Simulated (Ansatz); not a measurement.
Basis sets compared for (BeSe)6 prism (Be6Se6). Charge 0, multiplicity 1. Geometry r2SCAN-D4/def2-SVP. Ansatz on 4 threads of AMD EPYC 9R45 on a shared host; times are rough, and most runs start from earlier orbitals.

```xyz
12

Be    1.294   -0.760   -1.284
Se   -0.533   -1.709   -1.983
Be   -1.775   -0.404   -0.766
Se   -1.931    1.755   -0.571
Be    0.197    1.959   -0.176
Se    1.981    1.302   -1.232
Be    1.775    0.404    0.766
Se    1.931   -1.755    0.571
Be   -0.197   -1.959    0.176
Se   -1.981   -1.302    1.232
Be   -1.294    0.760    1.284
Se    0.533    1.709    1.983
```

The 6-31G sets use Cartesian d functions.

Binding counts from free atoms (Be singlet, Se triplet) in the same basis, without a counterpoise term.

```tsv
level	functions	energy (Eh)	HOMO (eV)	LUMO (eV)	binding per atom (eV)	wall time
HF/STO-3G	138	-14328.9662	-7.73	2.54	3.83	1.5 s
HF/6-31G	228	-14485.3104	-9.77	-0.30	2.35	4.5 s
PBE-D4/def2-SVP	246	-14494.2915	-6.26	-3.66	3.72	3.9 s
PBE0-D4/def2-SVP	246	-14494.7936	-7.34	-3.05	3.67	7.5 s
```

Task: Estimate the rows for PBE-D4/def2-TZVP, PBE0-D4/def2-TZVP.

Result: 
```csv
level,functions,energy (Eh),HOMO (eV),LUMO (eV),binding per atom (eV),wall time
PBE-D4/def2-TZVP,402,-14496.1484,-6.22,-3.58,3.70,7.5 s
PBE0-D4/def2-TZVP,402,-14496.6541,-7.27,-2.92,3.65,18 s
```
